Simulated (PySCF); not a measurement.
An element was calculated at PBE0 (PySCF 2.14, ECP, a double-zeta basis, no spin-orbit coupling), in the ground configurations that NIST lists.

```
first ionisation energy    : 10.145 eV
second ionisation energy   : 18.785 eV
third ionisation energy    : 35.193 eV
polarisability of the atom : 35.9 bohr³
```

**Question.** Which element is it?

**Answer.** Mercury (Hg, Z = 80), in aug-cc-pwCVDZ-PP with ECP60MDF. NIST lists 10.438, 18.757, 34.49 ± 0.05 eV for these ionisation energies.
